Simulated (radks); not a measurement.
The gold anion Au-, [Hg], held by a Watson sphere: a shell of charge +1 at radius R that stands for the Madelung well of a crystal (potential energy -1/R inside, -1/r outside, in hartree with lengths in bohr). Calculated with a radial shooting solver on a logarithmic mesh with Libxc functionals: scalar-relativistic Kohn-Sham, r2SCAN, spin-unpolarised, spherical densities, finite nucleus; meta-GGA in the generalised Kohn-Sham scheme; Fermi nuclear charge, rms radius of each element as measured or else 0.836 A^(1/3) + 0.57 fm.

\begin{tabular}{lrrrrrr}
R (bohr) & e(5p) (eV) & e(5d) (eV) & e(6s) (eV) & <r> 6s (bohr) & sum of <r^2> (bohr^2) & X-ray form factor at sin(theta)/lambda = 0.1 1/angstrom \\ \hline
2.67 & -61.854 & -7.758 & -7.014 & 2.788 & 68.86 & 75.608 \\
3.49 & -60.847 & -6.642 & -6.193 & 2.924 & 71.79 & 75.500 \\
3.52 & -60.814 & -6.605 & -6.162 & 2.928 & 71.88 & 75.496 \\
4.1 & -60.207 & -5.959 & -5.569 & 3.009 & 73.48 & 75.448 \\
4.62 & -59.726 & -5.459 & -5.083 & 3.066 & 74.61 & 75.419 \\
5.18 & -59.270 & -4.993 & -4.618 & 3.114 & 75.58 & 75.398 \\
5.27 & -59.203 & -4.924 & -4.549 & 3.121 & 75.71 & 75.395 \\
6.16 & -58.607 & -4.321 & -3.941 & 3.171 & 76.75 & 75.377 \\
\end{tabular}
